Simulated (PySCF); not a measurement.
**Electron correlation in Tc⁻ (technetium, charge -1)**

[Kr] 4d6 5s2, high-spin 5D determinant. Computed with PySCF 2.14 in dyall-av2z (22s15p11d2f, 136 functions), with no relativity, point nucleus. Frozen: [Kr]; 8 electrons correlated; the 54 highest virtual orbitals of each spin left out.

MP2 pair energies summed by pair of shells (mhartree):

```tsv
pair	energy	share (%)
4d-4d	-91.68	69.8
4d-5s	-29.58	22.5
5s-5s	-10.11	7.7
```

Total MP2 correlation energy: -131.36 mhartree.

Same-spin part -68.46 and opposite-spin part -62.90 mhartree; SCS-MP2 scales them by 1/3 and 6/5 to -98.30 mhartree.

The Hartree-Fock reference does not bind the outermost electron (its level is positive or very diffuse), so these energies belong to a reference that the basis holds together.
